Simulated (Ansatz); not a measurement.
A nudged elastic band was laid between two geometries of Cl2H4O2SiTi + H3P (14 atoms, charge 0, multiplicity 1).

Method: Ansatz 0.2.0, RKS PBE/def2-SVP.

```
movable images  : 9
climbing image  : yes
spring          : 5.0 eV/Å²
optimiser       : quadratic models (default)
start path      : through a guess of the saddle point
force threshold : 0.03 eV/Å
iteration limit : 60
end points      : relaxed
```

Initial state:

```xyz
14
Properties=species:S:1:pos:R:3
Ti -0.455 -0.171 -0.035
O -0.301 -0.225 1.733
H -0.728 0.273 2.453
Cl 1.489 0.381 -0.947
O -1.650 1.052 -0.471
Si -2.827 1.982 -1.261
H -4.126 1.828 -0.523
H -2.390 3.418 -1.240
H -2.971 1.497 -2.674
Cl -1.163 -2.129 -0.790
P 2.477 -3.121 1.535
H 1.354 -3.481 0.704
H 2.840 -2.038 0.657
H 1.660 -2.254 2.347
```

Final state:

```xyz
14
Properties=species:S:1:pos:R:3
Ti 0.432 -0.921 -1.254
O -0.753 0.819 2.084
H -1.197 0.152 2.641
Cl 2.164 0.230 -1.958
O -0.939 0.061 -0.825
Si -2.132 1.209 -0.372
H -3.074 0.610 0.624
H -1.503 2.492 0.063
H -2.895 1.447 -1.649
Cl -0.103 -2.661 -2.491
P 1.081 -1.656 1.002
H -0.042 -2.561 1.055
H 2.017 -2.660 0.566
H 0.152 0.449 2.001
```

Q: Which bonds break or form, and what moves?

A: Bonds broken: Ti1–O2, P11–H14. Bonds formed: Ti1–P11, O2–H14. Cl2H4O2SiTi + H3P becomes Cl2H5OPSiTi + H2O.

Q: Give the energies along the band, and the barrier.

A: It did not converge within its limit. The highest image is number 3 of 0 to 10, 1.39 eV above the first end and 0.39 eV above the last; the last end lies 1.00 eV above the first. The band didn't meet its force threshold, so its energies are provisional: the largest band force was still 0.15 eV/Å, and over the last iterations the top stayed at 1.39 eV. Neighbouring images lie up to 2.8 Å apart, so the band is torn or far too coarse. Inner images lie below an end point, which means an intermediate or an end that isn't the lowest structure nearby. The orbitals stay closed-shell, which can raise the energy where a bond breaks towards radicals; this wasn't checked here.

```
image  path coordinate (Å)  energy (eV)  Ti1–O2 (Å)  P11–H14 (Å)  Ti1–P11 (Å)
    0                 0.00         0.00        1.78         1.44         4.45
    1                 2.45         0.01        1.78         1.44         4.88
    2                 4.90         0.04        1.78         1.44         4.60
    3                 7.35         1.39        1.99         1.68         2.95
    4                10.19         0.74        2.26         3.39         2.53
    5                13.02         0.91        2.29         2.40         2.57
    6                15.86         1.13        2.10         2.33         2.65
    7                18.70         0.89        2.31         2.52         2.53
    8                21.54         0.81        2.38         2.52         2.50
    9                24.38         1.05        3.90         2.52         2.47
   10                27.22         1.00        3.95         2.51         2.46
```

Run time: 22 min on 4 threads of Intel(R) Xeon(R) Platinum 8488C (Sapphire Rapids), with other jobs on the host, peak memory 0.34 GiB.
